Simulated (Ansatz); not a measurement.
This geometry of CH$_{5}$AsOSi (9 atoms, charge 0, multiplicity 1) is a first-order saddle point.

Method: RKS B3LYP/def2-SVP in Ansatz.

```xyz
9
Properties=species:S:1:pos:R:3
As -0.581 1.857 0.040
Si 0.636 -0.027 -0.191
C -0.010 -1.721 0.004
O 0.839 -1.120 1.072
H -0.069 3.186 -0.392
H -1.966 1.940 0.577
H 1.832 0.349 -0.979
H 0.450 -2.598 -0.476
H -1.043 -1.911 0.328
```

**Question.** Which two structures does it join? (They come from a converged band through this point; their orientation in space is the band's.)

**Answer.** No bond is made or broken. The height of As1 over the plane of its neighbours goes from -0.96 to 0.95 Å.

Initial state:

```xyz
9
Properties=species:S:1:pos:R:3
As -1.173 1.755 0.179
Si 0.468 0.048 0.036
C -0.035 -1.697 -0.227
O 0.270 -1.239 1.130
H -0.602 2.459 -1.057
H -0.299 2.595 1.117
H 1.875 0.461 -0.211
H 0.672 -2.448 -0.610
H -1.087 -1.979 -0.375
```

Final state:

```xyz
9
Properties=species:S:1:pos:R:3
As -0.354 2.135 0.598
Si 0.725 0.099 0.027
C -0.093 -1.534 -0.135
O 0.542 -1.170 1.139
H -0.300 2.619 -0.855
H -1.740 1.517 0.417
H 2.104 0.307 -0.493
H 0.391 -2.381 -0.643
H -1.186 -1.637 -0.072
```

**Question.** How far does it lie above each of them?

**Answer.** 1.25 eV above the first and 1.25 eV above the second. This is the barrier of this one path; another mechanism may lie lower.

Run time: 4.8 min on 2 threads of Intel(R) Xeon(R) 6975P-C (Granite Rapids), on a shared host, peak memory 0.28 GiB.
